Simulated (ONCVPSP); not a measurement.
Pseudopotential generation for O: ONCV, PBE, scalar-relativistic.

ONCVPSP 4.0.1 was run on this input:

```
# ATOM AND REFERENCE CONFIGURATION
# atsym  z   nc   nv     iexc    psfile
  O 8.00    1    2        4      upf
#
#   n    l    f
    1    0    2.00
    2    0    2.00
    2    1    4.00
#
# PSEUDOPOTENTIAL AND OPTIMIZATION
# lmax
    1
#
#   l,   rc,      ep,       ncon, nbas, qcut
    0    0.90    0.00    4    8    8.70
    1    1.20    0.00    3    7   11.70
#
# LOCAL POTENTIAL
# lloc, lpopt,  rc(5),   dvloc0
    4    3    0.60    6.00
#
# VANDERBILT-KLEINMAN-BYLANDER PROJECTORs
# l, nproj, debl
    0    1    1.20
    1    2    2.00
#
# MODEL CORE CHARGE
# icmod, fcfact, rcfact
    1    0.45    0.00
#
# LOG DERIVATIVE ANALYSIS
# epsh1, epsh2, depsh
   -2.00    5.00    0.02
#
# OUTPUT GRID
# rlmax, drl
    6.00    0.01
#
# TEST CONFIGURATIONS
# ncnf
    4
# nvcnf
#   n    l    f
    2
    2    0    2.00
    2    1    3.00
#
    2
    2    0    2.00
    2    1    2.00
#
    2
    2    0    2.00
    2    1    1.00
#
    2
    2    0    2.00
    2    1    0.00
#
```

Command:

```bash
oncvpsp.x < O.dat > O.out
```

The program printed (shortened: citation, most of the input echo, consistency checks and plot data are left out):

```
ONCVPSP  (Optimized Norm-Conservinng Vanderbilt PSeudopotential)
scalar-relativistic version 4.0.1

#   n    l    f        energy (Ha)
    1    0    2.00    -1.8914769E+01
    2    0    2.00    -8.8057190E-01
    2    1    4.00    -3.3186936E-01

Reference configufation results
  iterations    20
  all-electron total energy (Ha)   -7.50018258D+01

Begin loop to  construct optimized pseudo wave functions
and semi-local pseudopoentials for all angular momenta

Calculating optimized projector #   1

 for l=   0

    Fraction of norm inside rc  0.366182
    Optimizing pswf for qcut=   8.70 a_B^-1,  ecut=  37.84 Ha
    Residual kinetic energy error=  6.07D-04 Ha

    Energy error per electron        Cutoff
         Ha          eV             Ha
         0.01000     0.27211       24.50
         0.00100     0.02721       35.29
         0.00010     0.00272      126.24
         0.00001     0.00027      214.88

   Wellstate for l =  1  n =  4
     eigenvalue =   1.6681
     asymptotic potential =   2.1681
     half-point radius =  3.8298

Calculating optimized projector #   1

 for l=   1

    Fraction of norm inside rc  0.561078
    Optimizing pswf for qcut=  11.69 a_B^-1,  ecut=  68.37 Ha
    Residual kinetic energy error=  1.70D-07 Ha

    Energy error per electron        Cutoff
         Ha          eV             Ha
         0.01000     0.27211       31.80
         0.00100     0.02721       42.53
         0.00010     0.00272       51.28
         0.00001     0.00027       57.90

Calculating optimized projector #   2

 for l=   1

    Fraction of norm inside rc  0.077759
    Optimizing pswf for qcut=  11.69 a_B^-1,  ecut=  68.37 Ha
    Residual kinetic energy error=  2.92D-07 Ha

    Energy error per electron        Cutoff
         Ha          eV             Ha
         0.01000     0.27211       29.32
         0.00100     0.02721       41.56
         0.00010     0.00272       51.40
         0.00001     0.00027       58.89

Construct Vanderbilt / Kleinmman-Bylander projectors

B matrix Hermiticity error, ll=   1
   1   2   -8.8185E-05

  Orthonormal projector coefficients -5.7142E+00 -7.6947E-01

Model core correction analysis
  based on d2Exc/dn_idn_j

d2excae - all-electron derivatives

   -4.144159D-02   -3.334761D-02
   -3.383672D-02   -3.084468D-02

d2excps - pseudofunction derivatives with no core correction

   -4.004244D-02   -3.520662D-02
   -3.569472D-02   -3.298703D-02

rms 2nd derivative error    1.834077E-03

Polynomial model core charge

d2excps - pseudofunction derivatives with core correction

   -4.001567D-02   -3.482135D-02
   -3.531000D-02   -3.233130D-02

rms 2nd derivative error    1.465073E-03

Pseudoatom total energy  -15.807270

Diagnostic tests using Vanderbilt-Kleinman-Bylander pseudopotentials
  1 or more projectors used as specified by nproj input data

   l    rcore       rmatch      e in        delta e   norm test  slope test

   0   0.9004558   0.9277956  -0.8805719  -0.0000193   0.9999980   1.0000778

   1   1.2071562   1.2438081  -0.3318694  -0.0000104   1.0000355   1.0000355
   1   1.2071562   1.2438081   1.6681307  -0.0000012   1.0001535   1.0001535

 Testing for bound ghosts
   n   l    E NL Schr. Eq   E Basis Diag.   E Cutoff

   1   0       -0.880591       -0.840094    230.26

   2   1       -0.331880       -0.316380    152.02

 Testing for highly-localized positive-energy ghosts
       l    <radius>/rc     E Basis Diag.   E Cutoff

Test configuration 0

   n   l     f        eae           eps        diff
   1   0  2.0000  -18.91476935
   2   0  2.0000   -0.88057190   -0.88059119   -1.93D-05
   2   1  4.0000   -0.33186936   -0.33187973   -1.04D-05

    Total energies and differences
      AE_ref= -7.50018258D+01  AE_tst= -7.50018258D+01  dif=  0.00D+00
      PS_ref= -1.58072702D+01  PS_tst= -1.58072702D+01  dif=  3.38D-14
      PSP excitation error= -3.38D-14

Test configuration 1

   n   l     f        eae           eps        diff
   1   0  2.0000  -19.60819054
   2   0  2.0000   -1.45761465   -1.45761783   -3.18D-06
   2   1  3.0000   -0.89851879   -0.89749262    1.03D-03

    Total energies and differences
      AE_ref= -7.50018258D+01  AE_tst= -7.43980121D+01  dif=  6.04D-01
      PS_ref= -1.58072702D+01  PS_tst= -1.52037767D+01  dif=  6.03D-01
      PSP excitation error=  3.20D-04

Test configuration 2

   n   l     f        eae           eps        diff
   1   0  2.0000  -20.49678569
   2   0  2.0000   -2.14418580   -2.14281812    1.37D-03
   2   1  2.0000   -1.58911092   -1.58386717    5.24D-03

    Total energies and differences
      AE_ref= -7.50018258D+01  AE_tst= -7.31637494D+01  dif=  1.84D+00
      PS_ref= -1.58072702D+01  PS_tst= -1.39722187D+01  dif=  1.84D+00
      PSP excitation error=  3.02D-03

Test configuration 3

   n   l     f        eae           eps        diff
   1   0  2.0000  -21.56493167
   2   0  2.0000   -2.92121457   -2.91523453    5.98D-03
   2   1  1.0000   -2.38713604   -2.37100802    1.61D-02

    Total energies and differences
      AE_ref= -7.50018258D+01  AE_tst= -7.11841145D+01  dif=  3.82D+00
      PS_ref= -1.58072702D+01  PS_tst= -1.20024654D+01  dif=  3.80D+00
      PSP excitation error=  1.29D-02

Test configuration 4

   n   l     f        eae           eps        diff
   1   0  2.0000  -22.80204874
   2   0  2.0000   -3.77503404   -3.75817039    1.69D-02

    Total energies and differences
      AE_ref= -7.50018258D+01  AE_tst= -6.83579341D+01  dif=  6.64D+00
      PS_ref= -1.58072702D+01  PS_tst= -9.20253482D+00  dif=  6.60D+00
      PSP excitation error=  3.92D-02
```

The run took about 2.1 s on one core of a shared server CPU.
